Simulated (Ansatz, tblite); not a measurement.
Forces on Mo₃Se₈ at its PBE-D4/def2-SVP geometry. Charge 0, multiplicity 1.

In the def2 sets Mo takes a core potential; there is no spin–orbit coupling. The xTB rows come from tblite. Single mean-field runs in def2-TZVP are fitted with def2-universal-jkfit. The restricted singlet is unstable towards broken spin symmetry in Hartree–Fock (as tested in another run); at PBE-D4/def2-TZVP this wasn't settled. Another isomer (singlet) lies 0.41 eV lower at PBE0-D4/def2-TZVP; other spin states weren't run for this one.

GFN1-xTB (tblite), largest force 1.82 eV/Å:

```xyz
11
positions Å, forces eV/Å
Mo   -0.670    1.124   -0.685   -1.016    0.298    0.480
Mo   -0.235   -1.012    1.049   -0.987    0.161    0.592
Mo    1.330   -0.514   -0.967    1.489   -0.455   -0.940
Se    2.214   -1.236    1.191    0.389   -0.110    0.014
Se   -1.145   -0.118    3.169    0.774    0.523   -0.943
Se    1.360   -1.944   -2.736    0.256    0.272    0.271
Se    1.578    1.885   -1.343    0.344    0.125   -0.178
Se   -1.669    0.240   -2.498   -0.566    0.405   -0.405
Se    0.010    1.629    2.006   -1.364    0.184    0.570
Se   -1.042   -2.827   -0.011   -0.361   -0.594    0.404
Se   -1.731    2.773    0.824    1.042   -0.808    0.136
```

GFN2-xTB (tblite), largest force 0.82 eV/Å:

```
Mo -0.259 -0.275 0.466
Mo -0.401 0.433 -0.106
Mo 0.477 -0.337 -0.539
Se 0.258 -0.070 -0.040
Se 0.363 0.277 -0.438
Se 0.325 0.319 0.312
Se 0.238 0.035 -0.127
Se -0.439 0.287 -0.232
Se -0.753 0.092 0.303
Se -0.304 -0.380 0.306
Se 0.495 -0.380 0.094
```

PBE-D4/def2-TZVP (Ansatz), largest force 0.28 eV/Å:

```
Mo 0.070 0.036 -0.021
Mo 0.082 -0.012 0.015
Mo 0.002 0.014 0.019
Se -0.125 0.034 -0.096
Se 0.093 0.090 -0.123
Se 0.004 0.062 0.077
Se -0.090 -0.126 0.034
Se 0.038 0.039 0.095
Se -0.234 -0.121 -0.090
Se 0.026 0.093 0.051
Se 0.133 -0.110 0.040
```
